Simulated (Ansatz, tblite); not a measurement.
Cost and result up the ladder for InI₃ (4 atoms). Charge 0, multiplicity 1. Geometry: PBE0-D4/def2-SVP.

| atom | x (Å) | y (Å) | z (Å) |
| --- | --- | --- | --- |
| In1 | 0.000 | 0.000 | 0.000 |
| I2 | -1.713 | -2.004 | 0.326 |
| I3 | -0.451 | 1.844 | -1.858 |
| I4 | 2.164 | 0.160 | 1.533 |

Ansatz; hardware A = 2 threads of AMD EPYC 7R13 on a shared host; B = 2 threads of AMD EPYC 7R13 on a shared host and a share (18 GiB) of an NVIDIA H100 80GB HBM3; xTB runs through tblite on one thread. Times are rough, summed over both states, and most runs start from the orbitals of an earlier one. PBE0-D4/def2-TZVP serves as the yardstick here, not as an exact answer. Differences are given only for rows in sets of like size (and for xTB, whose basis is part of the method), since another set adds its own error. The other state is a doublet.

In the def2 sets I, In take a core potential; there is no spin–orbit coupling. The xTB rows come from tblite. Correlated methods freeze 16 core orbitals; core or outer-core shells of In, I are correlated, in sets that lack core-valence functions. The rows differ in basis, and correlated rows in double-zeta sets carry the largest basis error. In CCSD on the charge 1 doublet the largest single amplitude is 0.19, so its Hartree–Fock determinant may place the open shell otherwise than the density functionals do.

Correlated methods converge slowly with the basis, most of all in double-zeta sets.

Raw xTB energies of ions are shifted by several eV.

```json
{"level": "GFN1-xTB", "functions": "36", "wall time": "0.007 s", "vertical IE (eV)": "13.91", "difference from PBE0-D4/def2-TZVP (eV)": "4.44"}
{"level": "GFN2-xTB", "functions": "36", "wall time": "0.012 s", "vertical IE (eV)": "14.83", "difference from PBE0-D4/def2-TZVP (eV)": "5.36"}
{"level": "CCSD(T)/def2-SVP [B]", "functions": "104", "wall time": "7.7 s", "vertical IE (eV)": "9.58", "difference from PBE0-D4/def2-TZVP (eV)": "–"}
{"level": "PBE-D4/def2-TZVP [A]", "functions": "200", "wall time": "11 s", "vertical IE (eV)": "8.97", "difference from PBE0-D4/def2-TZVP (eV)": "-0.50"}
{"level": "r2SCAN-D4/def2-TZVP [A]", "functions": "200", "wall time": "20 s", "vertical IE (eV)": "9.23", "difference from PBE0-D4/def2-TZVP (eV)": "-0.24"}
{"level": "PBE0-D4/def2-TZVP [A]", "functions": "200", "wall time": "25 s", "vertical IE (eV)": "9.47", "difference from PBE0-D4/def2-TZVP (eV)": "0.00"}
```
